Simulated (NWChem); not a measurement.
selenophene (C4H4Se); SMILES [se]1cccc1

```xyz
9

C      0.0000     0.7145    -1.6773
C      0.0000    -0.7145    -1.6773
C      0.0000    -1.2837    -0.4355
Se     0.0000     0.0000     0.9017
C      0.0000     1.2837    -0.4355
H      0.0000     1.3077    -2.5944
H      0.0000    -1.3077    -2.5944
H      0.0000    -2.3461    -0.1936
H      0.0000     2.3461    -0.1936
```
Atoms are numbered in this order, from 1.

Level: PBE0/def2-SVP (NWChem), optimised geometry, unscaled harmonic frequencies. This build's default masses of Se (78.918 u) and Br (79.917 u) are each other's, which moves their modes by up to 0.6 %.

List the harmonic frequencies with IR intensities, and the thermochemistry.


| frequency (cm⁻¹) | IR intensity (km/mol) |
|---|---|
| 412 | 2.6 |
| 473 | 0.0 |
| 566 | 0.0 |
| 657 | 1.1 |
| 697 | 0.0 |
| 716 | 121.8 |
| 793 | 20.7 |
| 835 | 1.3 |
| 902 | 0.2 |
| 943 | 0.0 |
| 1048 | 3.7 |
| 1087 | 2.9 |
| 1092 | 2.7 |
| 1259 | 17.7 |
| 1385 | 0.5 |
| 1509 | 17.7 |
| 1594 | 0.1 |
| 3220 | 2.5 |
| 3233 | 1.5 |
| 3272 | 1.0 |
| 3274 | 1.2 |

```yaml
zero_point_energy: 41.4 kcal/mol
thermal correction to the enthalpy at 298.15 K (with zero-point energy): 44.7 kcal/mol
heat capacity Cv: 15.9 cal/(mol K)
entropy at 298.15 K and 1 atm (symmetry number 2): 69.2 cal/(mol K)
dipole_moment: 0.27 D
```

Rigid rotor and harmonic oscillator.
